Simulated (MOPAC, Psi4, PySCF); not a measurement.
Approach curve of the dimer CH4 ··· BCl3 (SMILES C and ClB(Cl)Cl). Monomers: optimised at B3LYP-D3(BJ) (def2-TZVP), held rigid. Orientation: a random orientation, not optimised. R is the distance of the centres of mass, along which the second monomer moves.

Geometry at R = 5.20 Å (first 5 atoms: monomer A):
```
9

C      0.0000     0.0000     0.0000
H     -0.2699    -0.0633     1.0533
H      0.1603     1.0425    -0.2716
H     -0.8046    -0.4136    -0.6065
H      0.9142    -0.5655    -0.1752
Cl     4.5667     4.0178    -2.6872
B      3.3251     3.7054    -1.5012
Cl     1.8442     2.9141    -1.9771
Cl     3.5645     4.1841     0.1600
```

Computed with: RKS-B3LYP/LANL2DZ = restricted B3LYP/LANL2DZ, with its core potentials past Ne, no counterpoise correction (PySCF); PM7, restricted, heats of formation (MOPAC); MP2/aug-cc-pVDZ = DF-MP2/aug-cc-pVDZ, frozen core, counterpoise-corrected (Psi4); SAPT0/jun-cc-pVDZ, frozen core (Psi4).

Interaction energies in kJ/mol:

```csv
R / Å,RKS-B3LYP/LANL2DZ,PM7,MP2/aug-cc-pVDZ
4.58,10.19,-2.51,7.38
4.77,4.88,-4.48,2.32
4.99,1.89,-4.93,-0.37
5.20,0.61,-4.58,-1.31
5.40,0.07,-4.01,-1.52
5.61,-0.13,-3.39,-1.43
5.93,-0.15,-2.54,-1.12
6.19,-0.08,-2.00,-0.86
6.68,0.00,-1.27,-0.52
7.37,0.00,-0.61,-0.26
8.41,0.00,-0.24,-0.10
9.70,0.00,-0.09,-0.04
```

Question: What does SAPT0/jun-cc-pVDZ give at the same points?

Answer: 4.58: 8.94; 4.77: 3.75; 4.99: 0.84; 5.20: -0.32; 5.40: -0.72; 5.61: -0.80; 5.93: -0.69; 6.19: -0.56; 6.68: -0.35; 7.37: -0.18; 8.41: -0.07; 9.70: -0.03 (kJ/mol).
